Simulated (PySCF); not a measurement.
Re: excitation energy

Re [Xe] 4f14 5d5 6s2 (6S) → Re [Xe] 4f14 5d4 6s2 6p1 (high-spin determinant), as a difference of total energies. All numbers are calculated (PySCF 2.14, a scalar-relativistic core potential, in aug-cc-pVDZ-PP with ECP60MDF (5s5p4d2f, 54 functions)). Correlated levels: valence: 5s2 5p6 frozen. The calculations carry no spin-orbit coupling.

```tsv
method	excitation energy (eV)
UHF	5.190
LDA	5.743
PBE	5.664
PBE0	5.590
r2SCAN	5.824
wB97X	5.424
B97-3	5.623
wB97X-V	5.286
revPBE	5.675
MP2 (valence)	5.557
SCS-MP2 (valence)	5.246
```

Question: How much does correlation contribute at MP2 (valence)?

Answer: 5.557 − (5.190) = 0.367 eV, measured against UHF.

The determinant of the upper state mixes LS terms, which raises its energy above the lowest term, most at the Hartree-Fock and MP2 levels.
